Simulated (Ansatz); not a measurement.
Start from `[AlH2][S][SnH3]` and change one atom or group to get `C[S][SnH3]`.

Ansatz, PBE0-D4/def2-TZVP geometries, multiplicity 1. 

Elements past krypton have def2 core potentials.

```
                                          property  `[AlH2][S][SnH3]`
    size of the dipole moment (PBE/def2-TZVPP) / D               1.28
                 LUMO energy (PBE/def2-TZVPP) / eV              -2.17
    zero-point energy (PBE0-D4/def2-TZVP) / kJ/mol               94.8
                 HOMO energy (PBE/def2-TZVPP) / eV              -6.48
size of the dipole moment (ωB97M-V/def2-TZVPP) / D               1.35
             HOMO energy (ωB97M-V/def2-TZVPP) / eV              -9.73
```

Question: What does the change do to each property? (Best estimate.)

Answer: The calculation gave: 
```tsv
property	`C[S][SnH3]`	shift
size of the dipole moment (PBE/def2-TZVPP) / D	1.39	0.11
LUMO energy (PBE/def2-TZVPP) / eV	-1.25	0.92
zero-point energy (PBE0-D4/def2-TZVP) / kJ/mol	155.0	60.2
HOMO energy (PBE/def2-TZVPP) / eV	-5.52	0.96
size of the dipole moment (ωB97M-V/def2-TZVPP) / D	1.45	0.10
HOMO energy (ωB97M-V/def2-TZVPP) / eV	-8.90	0.83
```

With PBE0 the HOMO rises by 0.89 eV and the LUMO rises by 0.99 eV, so the gap widens by about 0.10 eV. PBE moves the HOMO by 0.96 eV and ωB97M-V by 0.83 eV. The zero-point energy changes by 60.2 kJ/mol with +3 modes. Dipoles are sizes alone; their direction can turn.
